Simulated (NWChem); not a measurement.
System: C₂H₄ClFSi; SMILES C(=C/Cl)(/F)[SiH3]

Computed with NWChem. Pople sets run with spherical d functions. Geometry: optimised at PBE-D3(BJ)/def2-SVP. Gas phase, vertical.

B3LYP/6-31+G*, full TDDFT puts singlet state 3 at 6.29 eV with oscillator strength 0.409.

Question: Give the wavelength, the transition dipole and the radiative lifetime of that state in vacuum.

Answer: 
1. λ = 1239.84/6.29 = 197 nm, or 50730 cm⁻¹.
2. f = (2/3) ΔE μ² in atomic units, so μ = √(1.5 f/ΔE) = 1.63 a.u. = 4.14 D.
3. τ = 1.499 s cm⁻² / (f ν²) = 1.4 ns, for a non-degenerate state that emits at the vertical energy; a higher state like this one mostly decays faster by other paths.
